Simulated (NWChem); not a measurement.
# SnH2O2F2; SMILES [F][Sn]([OH])([F])[OH]

```xyz
7

O     -0.7309    -1.4146     1.0909
Sn     0.0000     0.0000    -0.0285
O      0.7309     1.4146     1.0909
F     -1.3114     0.7464    -1.2201
F      1.3114    -0.7464    -1.2201
H     -0.8306    -2.2405     0.5992
H      0.8306     2.2405     0.5992
```
Atoms are numbered in this order, from 1.

Results from NWChem. Coordinates come from a PBE0/def2-SVP optimisation. def2 effective core potentials on Sn; no spin-orbit coupling. Field at 589 nm.

Q: Estimate the computed values for B3LYP/def2-SVP (core potentials). Quantities: isotropic polarisability (bohr³); anisotropy (bohr³).

A: The isotropic polarisability (bohr³) comes out as 34.7 and the anisotropy (bohr³) comes out as 9.1.
